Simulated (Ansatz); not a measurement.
Program: Ansatz. Geometries: PBE0-D4/def2-TZVP. ΔE: electronic, gas phase. CCSD(T)/CBS is the MP2 limit (def2-TZVPP, def2-QZVPP) plus CCSD(T) − MP2 in def2-TZVPP, frozen cores. This one scheme is used for every species. Functionals use def2-TZVPP. B3LYP here is the variant with VWN-RPA as its local correlation; programs differ in this. HSE06 is defined as in plane-wave codes.

Reaction (hydrogenolysis of a B–Cl bond): `ClB1CS1` + H₂ → `B1CS1` + HCl

```csv
level,ΔE (kJ/mol),difference from CCSD(T)/CBS
LDA (SPW92),62.4,8.7
PBE-D4,63.7,10.0
revPBE-D4,67.1,13.4
BLYP-D4,62.8,9.1
r2SCAN-D4,63.0,9.3
B97M-V,60.1,6.4
B3LYP-D4,58.1,4.4
r2SCANh-D4,61.3,7.6
r2SCAN0-D4,58.8,5.1
HSE06-D4,58.7,5.0
BHLYP-D4,52.8,-0.9
CAM-B3LYP-D4,52.8,-0.9
ωB97X-V,53.6,-0.1
ωB97M-V,55.2,1.5
B2PLYP,54.7,1.0
PBE-QIDH,56.8,3.1
PBE,59.3,5.6
BLYP,53.7,0.0
r2SCAN,62.0,8.3
PBE0,54.7,1.0
B3LYP,50.9,-2.8
r2SCAN0,57.5,3.8
HSE06,55.0,1.3
BHLYP,46.4,-7.3
CAM-B3LYP,48.7,-5.0
LC-ωPBE,50.6,-3.1
RPA@PBE/def2-TZVPP,50.7,-3.0
HF/def2-SVP,41.3,-12.4
MP2/def2-SVP,69.8,16.1
CCSD/def2-SVP,57.1,3.4
CCSD(T)/def2-SVP,61.1,7.4
HF/def2-TZVPP,36.3,-17.4
MP2/def2-TZVPP,63.2,9.5
SCS-MP2/def2-TZVPP,56.7,3.0
CCSD(T)/def2-TZVPP,53.5,-0.2
MP2/def2-QZVPP,63.1,9.4
SCS-MP2/def2-QZVPP,56.6,2.9
HF/CBS(def2),35.5,-18.2
MP2/CBS(def2),63.4,9.7
CCSD/CBS(def2),48.5,-5.2
CCSD(T)/CBS,53.7,0
```

Largest T1 diagnostic among the species: 0.016.

From BLYP to BHLYP (50 % exact exchange), in def2-TZVPP and without D4, ΔE moves by −7.3 kJ/mol. The D4 term adds +7.2 kJ/mol with B3LYP and +3.8 kJ/mol with PBE0; it sums over pairs of atoms, weighted by their polarisabilities, and B3LYP, whose exchange is more repulsive, gets the larger term. At CCSD(T), def2-SVP lies +7.4 kJ/mol from the extrapolated value and def2-TZVPP −0.2 kJ/mol.
